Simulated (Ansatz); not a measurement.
Geometry optimisation, Ansatz, RKS r2SCAN-D4/def2-SVP.

The input (input.yaml):

```yaml
crystal:
  periodic: [false, false, false]
  atoms:
    - { symbol: Sn, position_ang: [0.0, 0.0, 0.0] }
    - { symbol: Cl, position_ang: [0.0, 0.0, 2.41] }
    - { symbol: C, position_ang: [2.0274, 0.0, -0.716] }
    - { symbol: H, position_ang: [2.3751, -1.0463, -0.8441] }
    - { symbol: H, position_ang: [2.076, 0.5276, -1.6913] }
    - { symbol: H, position_ang: [2.6794, 0.5187, 0.0175] }
    - { symbol: H, position_ang: [-0.8195, 1.4198, -0.5794] }
    - { symbol: C, position_ang: [-1.0126, -1.7544, -0.716] }
    - { symbol: H, position_ang: [-1.5123, -2.2661, 0.1329] }
    - { symbol: H, position_ang: [-1.7727, -1.4617, -1.4701] }
    - { symbol: H, position_ang: [-0.2768, -2.4431, -1.1811] }
basis:
  gaussian: { orbitals: def2-SVP }
hamiltonian:
  xc: r2scan
  dispersion: d4
relax:
  f_tol: 0.02
  max_steps: 40
```

Launched with:

```bash
$ ansatz run input.yaml --threads 2 --pin off --max-ram 3072MiB --backend cpu --events-out ev --progress --plain --runs-dir out
```

Problem. Where does it end, and by what steps?

Solution. It converged. The force dipped under the threshold on the way, but the program's further checks kept it going. After 19 steps the energy has fallen by 0.085 eV; H9 moved furthest, 0.60 Å.

| step | energy less start (eV) | largest force component (eV/Å) | accepted |
| --- | --- | --- | --- |
| 0 | 0.0000 | 0.512 | yes |
| 1 | 0.0004 | 0.472 | no |
| 2 | -0.0619 | 0.100 | yes |
| 3 | -0.0695 | 0.074 | yes |
| 4 | -0.0728 | 0.064 | yes |
| 5 | -0.0728 | 0.185 | yes |
| 6 | -0.0752 | 0.065 | yes |
| 7 | -0.0772 | 0.006 | yes |
| 8 | -0.0635 | 0.550 | no |
| 9 | -0.0791 | 0.053 | yes |
| 10 | -0.0779 | 0.213 | no |
| 11 | -0.0803 | 0.046 | yes |
| 12 | -0.0803 | 0.072 | no |
| 13 | -0.0810 | 0.011 | yes |
| 14 | -0.0815 | 0.012 | yes |
| 15 | -0.0822 | 0.025 | yes |
| 16 | -0.0832 | 0.033 | yes |
| 17 | -0.0832 | 0.144 | yes |
| 18 | -0.0843 | 0.038 | yes |
| 19 | -0.0848 | 0.006 | yes |

```xyz
11
Properties=species:S:1:pos:R:3
Sn 0.023 -0.039 -0.020
Cl 0.228 -0.366 2.327
C 2.036 0.068 -0.760
H 2.543 -0.889 -0.571
H 2.032 0.269 -1.842
H 2.579 0.872 -0.244
H -0.840 1.436 -0.198
C -1.068 -1.742 -0.741
H -1.942 -1.916 -0.098
H -1.406 -1.568 -1.774
H -0.420 -2.630 -0.716
```

Run time: 92 s on 2 threads of Arm Neoverse V1, on a shared host, peak memory 0.17 GiB.
